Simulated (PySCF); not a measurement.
## Exercise with solution: refractive index and permittivity of the vapour

Mg(I)(Me) (CH3IMg), SMILES [I][Mg][CH3].

Geometry optimised at B3LYP-D3(BJ)/def2-TZVP. The def2 effective core potentials stand for the cores of I; spin–orbit coupling is left out.

PBE/def2-TZVPD run with PySCF gives a mean static polarisability of 83.9 bohr³ and a dipole moment of 1.99 D. Take an ideal gas at 298.15 K and 0.01 bar, whether or not the substance is that volatile.

Question: Work out n − 1 in the optical limit and the static ε − 1.

Answer: 
Polarisability volume α' = 83.9 × 0.148185 = 12.43 Å³. Number density N = p/kT = 2.43e-7 Å⁻³.
Dilute limit of Lorentz–Lorenz: n − 1 = 2π N α' = 1.9e-5.
Orientation term of Debye: μ²/(3kT) = 8.098 Å³ × μ²(D²) = 32.07 Å³.
ε − 1 = 4π N (α' + μ²/3kT) = 0.00014. Orientation of the dipole supplies 72 % of the static response; it can't follow optical fields. Vibrational polarisation and dispersion are left out.
